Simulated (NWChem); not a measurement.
System: C2H3AgFN; SMILES [F][Ag]<-[N]#CC

Not confirmed as a minimum by frequencies. def2 effective core potentials on Ag; no spin-orbit coupling.

Task: Give the equilibrium geometry at PBE0/def2-SVP with def2 effective core potentials on Ag (NWChem) as an XYZ file, with the point group.

Result: point group C3v; any orientation.
```
8

Ag    -0.2333     0.5313    -0.5437
F     -0.7980     1.8241    -1.8853
C      1.1241    -2.5617     2.6406
C      0.6975    -1.5955     1.6509
N      0.3594    -0.8266     0.8612
H      1.0524    -2.1244     3.6469
H      2.1667    -2.8547     2.4504
H      0.4853    -3.4553     2.5911
```
